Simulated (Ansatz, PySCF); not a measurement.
C$_{2}$H$_{7}$BS$_{2}$, singlet, at a GFN2-xTB geometry, with bond 5-4 at 1.4 times its length. Base run: PySCF with CASSCF(6,5)/STO-3G.

Input for PySCF:
```python
from pyscf import gto, scf, mcscf
import numpy

mol = gto.Mole()
mol.atom = '''
    B    -0.24831494   -0.08602288    0.15453988
    H    -1.21631965   -0.53786270    0.62881117
    S    -0.38046930    1.19006381   -1.07626100
    C    -2.19457764    1.34637491   -1.25981995
    H    -2.79793031   -0.02049308   -1.53051569
    H    -2.36751223    2.00442814   -2.10432250
    H    -2.61576674    1.77807078   -0.35786284
    S     1.34582791   -0.70336726    0.64253562
    C     0.88990134   -2.03154425    1.81604384
    H     0.48777459   -1.59239356    2.72315442
    H     1.79973640   -2.57852874    2.03802992
    H     0.16152593   -2.68976914    1.35492737
'''
mol.basis = 'sto-3g'
mol.verbose = 4
mol.build()

mf = scf.RHF(mol)
mf.kernel()
mc = mcscf.CASSCF(mf, 5, 6)
mc.fix_spin_(ss=0.0)
mc.kernel()
occ = numpy.linalg.eigvalsh(mc.fcisolver.make_rdm1(mc.ci, mc.ncas, mc.nelecas))[::-1]
ss = mc.fcisolver.spin_square(mc.ci, mc.ncas, mc.nelecas)[0]
print('natural occupations', occ.round(4), ' <S^2>', round(ss, 4))
```

Programs used: Ansatz (a program for electronic structure), PySCF; a row that names a program was run with it.

The base run was repeated with changes; each row names its change, and settings that it needs were set with it.

| change | ΔE vs base (mEh) | natural occupations | <S^2> of the state |
|---|---|---|---|
| base | 0.000 | 2.00 1.99 1.92 0.08 0.02 | 0.00 |
| orbitals = fixed (CASCI) | 43.771 | 2.00 2.00 1.99 0.01 0.00 | 0.00 |
| solver = newton | -0.182 | 2.00 1.99 1.92 0.08 0.02 | 0.00 |
| conv_tol = 1e-5 | 0.003 | 2.00 1.99 1.92 0.08 0.02 | 0.00 |
| code = ansatz | -12.925 | - | - |
| fix_spin_ = off | 0.000 | 2.00 1.99 1.92 0.08 0.02 | 0.00 |
| orbitals = fixed (CASCI); correction = SC-NEVPT2 | -168.4 | 2.00 2.00 1.99 0.01 0.00 | 0.00 |
| start = MP2 natural orbitals | -12.941 | 2.00 1.97 1.92 0.08 0.03 | 0.00 |
| correction = SC-NEVPT2 | -181.3 | 2.00 1.99 1.92 0.08 0.02 | 0.00 |
| state_average = 2 states | 9.904 | - | - |
| active space = 6 electrons, 7 orbitals | -24.481 | 1.98 1.97 1.92 0.08 0.03 0.02 0.00 | 0.00 |

Active orbitals are taken around the Fermi level unless the row says otherwise; CASSCF can end in different local minima, and two programs can end on different orbitals. State-averaged rows give the lowest state.
